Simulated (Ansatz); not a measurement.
C3H4, charge +1, doublet, at a GFN2-xTB geometry (a state made from the parent by changing its charge; the spin is typed, not shown lowest). Base run: MP2/3-21G in Ansatz (a quantum-chemistry and plane-wave program).

Here is a job for Ansatz.
Ansatz 0.2 input:
```yaml
crystal:
  periodic: [false, false, false]
  atoms:
    - {symbol: C, position_ang: [1.29842590, -0.00034985, -0.00013940]}
    - {symbol: C, position_ang: [-0.00000000, -0.00000000, -0.00000000]}
    - {symbol: C, position_ang: [-1.29842590, 0.00034985, 0.00013940]}
    - {symbol: H, position_ang: [1.89077598, -0.73460745, -0.54286750]}
    - {symbol: H, position_ang: [1.89128809, 0.73358839, 0.54246146]}
    - {symbol: H, position_ang: [-1.89081536, 0.88870580, -0.21072798]}
    - {symbol: H, position_ang: [-1.89124871, -0.88768675, 0.21113402]}
basis:
  gaussian:
    orbitals: 3-21G.json
total_charge: 1
magnetization: {spin_polarized: true, initial_magnetization: 1}
correlation: {method: mp2}
```
The basis file holds 3-21G in the JSON format of the Basis Set Exchange.

Variants of this job, named by their change:

```csv
change,basis functions,E (Eh),MP2 correlation (Eh),core-seconds (rough)
base,35,-115.13643,-0.22567,0.4
basis = 6-31G,35,-115.73849,-0.22082,0.5
basis = def2-SVP,62,-115.81079,-0.34150,0.9
basis = 6-31G**,65,-115.91422,-0.34845,0.9
basis = 6-31+G*,65,-115.88769,-0.32910,1.0
basis = 6-311G**,78,-115.94519,-0.36002,1
basis = def2-SVPD,92,-115.82598,-0.35347,2
"basis = 6-311+G(2d,p)",105,-115.96640,-0.37572,3
basis = def2-TZVP,117,-116.00710,-0.40557,2
basis = pcseg-2,146,-116.00653,-0.41142,3
basis = pc-2,146,-116.00997,-0.41111,3
basis = cc-pVQZ,285,-116.05055,-0.44373,20
basis = def2-QZVPP,291,-116.05056,-0.44250,20
```

Totals compare only among sets that treat the same electrons; sets with core potentials leave the core out.
